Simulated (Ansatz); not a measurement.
Stepwise reaction of `B[Si](O)(O)F` with hydrogen, as a gas-phase model of exchange steps in deposition or etching. ΔE in kJ/mol; ΔG adds harmonic PBE0-D4 terms to CCSD(T)/CBS, at 1 bar.

Isolated molecules relaxed with PBE0-D4/def2-TZVP in Ansatz; ΔE leaves out vibrations. CCSD(T)/CBS adds triple-zeta CCSD(T) − MP2 to the extrapolated MP2 energy (def2 sets, frozen cores). This one scheme is used for every species. Functionals use def2-TZVPP. B3LYP here is the variant with VWN-RPA as its local correlation; programs differ in this. One conformer a species, not always the lowest.

```json
{"step": "1", "reaction": "`B[Si](O)(O)F` + H₂ → `B[SiH](O)F` + H₂O", "PBE-D4": "98.8", "B3LYP-D4": "105.6", "ωB97M-V": "106.5", "CCSD(T)/CBS": "102.9", "ΔG(500 K)": "101.9"}
```

Problem. Give the row of step 2, `B[SiH](O)F` + H₂ → `B[SiH2]F` + H₂O. (Best estimate.)

Solution. Computed: 
| step | reaction | PBE-D4 | B3LYP-D4 | ωB97M-V | CCSD(T)/CBS | ΔG(500 K) |
| --- | --- | --- | --- | --- | --- | --- |
| 2 | `B[SiH](O)F` + H₂ → `B[SiH2]F` + H₂O | 80.2 | 86.4 | 87.3 | 84.6 | 81.6 |

Problem. By hand: ΔE of the 2 steps together at CCSD(T)/CBS.

Solution. (102.9) + (84.6) = 187.5 kJ/mol, or 93.8 kJ/mol a step.

In ΔE each step is lower than the one before. All are uphill at CCSD(T)/CBS. ΔG lies between 81.6 and 101.9 kJ/mol a step. PBE-D4 differs from CCSD(T)/CBS by -4.4 to -4.1 kJ/mol a step. Isolated molecules leave out the surface, adducts and barriers. Largest T1 diagnostic: 0.012.
